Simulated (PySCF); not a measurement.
Cl$_{2}$O$_{2}$W, singlet, geometry from GFN2-xTB (such geometries of metal compounds can be far from the true shape) (core potentials on W).

The PySCF input:
```python
from pyscf import gto, scf, dft

mol = gto.M(
    atom='''
W     0.22070827   -0.04383696    0.07248437
O     1.42106711   -0.59757683   -0.95677366
O     0.71530292    0.17325209    1.65839413
Cl   -0.53569036    1.84374011   -0.68801677
Cl   -1.43039034   -1.45323815    0.04232223
''',
    basis='def2-svp',
    ecp={'W': 'def2-svp'},
    verbose=4,
)

mf = dft.RKS(mol)
mf.xc = 'lc_wpbe'
mf = mf.density_fit(auxbasis='def2-universal-jkfit')
mf.kernel()
```

Q: What does this run give for the Mulliken (on the basis functions themselves) charges in atom order, HOMO-LUMO gap, total energy, nuclear repulsion energy, dipole moment, HOMO energy?

A: 
| Item | Result |
|---|---|
| Mulliken (on the basis functions themselves) charges in atom order | W1 0.99, O2 -0.29, O3 -0.29, Cl4 -0.20, Cl5 -0.20 |
| HOMO-LUMO gap | 11.47 eV |
| total energy | -1137.3858 Eh |
| nuclear repulsion energy | 334.2483 Eh |
| dipole moment | 1.64 D |
| HOMO energy | -12.45 eV |
